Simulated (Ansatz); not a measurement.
Ti6O22H20. Charge 0, multiplicity 1. Geometry PBE-D4/def2-SVP; atoms count from 1.

Cartesian coordinates in Å:
```
Ti -0.837 -2.153 1.279
Ti 0.000 2.186 -1.276
Ti -1.447 1.161 1.871
Ti -2.254 -0.266 -1.336
Ti 2.182 1.064 1.611
Ti 1.192 -1.203 -1.202
O -4.015 -0.030 -1.697
O -1.749 1.536 -1.987
O -1.825 -1.409 -2.602
O -2.498 -1.710 0.129
O -0.315 3.925 -1.690
O -2.334 1.784 3.303
O -0.974 2.549 0.589
O -1.114 -0.575 2.193
O -2.823 0.761 0.586
O 1.120 1.805 -2.562
O -0.167 -0.029 -0.706
O 2.403 -0.323 -2.496
O 0.608 -1.922 -2.867
O -0.155 -2.713 -0.522
O -1.633 -3.528 2.121
O 2.393 -2.514 -0.386
O 1.538 2.296 0.083
O 0.481 1.666 2.507
O 3.623 2.017 2.095
O 2.588 -0.092 0.080
O 0.942 -2.328 1.754
O 2.213 -0.331 2.694
H -4.484 0.581 -1.095
H -2.442 2.208 -2.113
H -0.864 -1.644 -2.915
H -3.006 -2.481 -0.187
H 0.112 4.246 -2.507
H -2.720 2.680 3.320
H -0.287 3.107 1.015
H -3.225 -0.080 0.912
H 1.710 0.941 -2.681
H 3.153 -0.017 -1.945
H 1.177 -1.561 -3.577
H -0.884 -2.726 -1.178
H -1.113 -4.190 2.611
H 2.183 -3.397 -0.749
H 2.330 2.432 -0.476
H 0.530 1.244 3.391
H 4.265 1.702 2.758
H 3.121 -0.879 0.333
H 1.605 -2.584 1.022
H 1.695 -1.202 2.497
```

Single mean-field runs in def2-SVP are fitted with def2-universal-jkfit.

(1) Estimate the Mulliken populations of the heavy atoms from the PBE0/def2-SVP orbitals of Ansatz.

(2) And the Mayer bond orders between heavy atoms (over 0.3)?

## Answers

(1) 
| atom | charge (e) | d electrons |
| --- | --- | --- |
| Ti1 | 1.09 | 2.02 |
| Ti2 | 1.01 | 2.04 |
| Ti3 | 1.07 | 2.05 |
| Ti4 | 1.02 | 2.04 |
| Ti5 | 1.05 | 2.05 |
| Ti6 | 0.86 | 2.04 |
| O7 | -0.41 | – |
| O8 | -0.48 | – |
| O9 | -0.47 | – |
| O10 | -0.52 | – |
| O11 | -0.43 | – |
| O12 | -0.44 | – |
| O13 | -0.48 | – |
| O14 | -0.62 | – |
| O15 | -0.48 | – |
| O16 | -0.47 | – |
| O17 | -0.70 | – |
| O18 | -0.48 | – |
| O19 | -0.46 | – |
| O20 | -0.48 | – |
| O21 | -0.45 | – |
| O22 | -0.49 | – |
| O23 | -0.50 | – |
| O24 | -0.51 | – |
| O25 | -0.45 | – |
| O26 | -0.51 | – |
| O27 | -0.52 | – |
| O28 | -0.46 | – |
Mulliken values depend strongly on the basis.

(2) Ti1–O10 0.54 (2.07 Å); Ti1–O14 0.94 (1.84 Å); Ti1–O20 0.70 (2.01 Å); Ti1–O21 1.19 (1.80 Å); Ti1–O27 1.03 (1.85 Å); Ti2–O8 0.59 (2.00 Å); Ti2–O11 1.22 (1.82 Å); Ti2–O13 0.46 (2.14 Å); Ti2–O16 1.41 (1.75 Å); Ti2–O17 0.34 (2.29 Å); Ti2–O23 0.61 (2.06 Å); Ti3–O12 1.20 (1.80 Å); Ti3–O13 0.77 (1.95 Å); Ti3–O14 1.11 (1.80 Å); Ti3–O15 0.82 (1.92 Å); Ti3–O24 0.55 (2.09 Å); Ti4–O7 1.22 (1.81 Å); Ti4–O8 0.63 (1.98 Å); Ti4–O9 1.33 (1.76 Å); Ti4–O10 0.56 (2.07 Å); Ti4–O15 0.39 (2.25 Å); Ti4–O17 0.46 (2.19 Å); Ti5–O23 0.58 (2.07 Å); Ti5–O24 0.64 (2.02 Å); Ti5–O25 1.21 (1.79 Å); Ti5–O26 0.74 (1.96 Å); Ti5–O28 1.38 (1.77 Å); Ti6–O17 1.07 (1.86 Å); Ti6–O18 0.85 (1.98 Å); Ti6–O19 0.99 (1.91 Å); Ti6–O20 0.52 (2.13 Å); Ti6–O22 0.90 (1.96 Å); Ti6–O26 0.45 (2.20 Å).
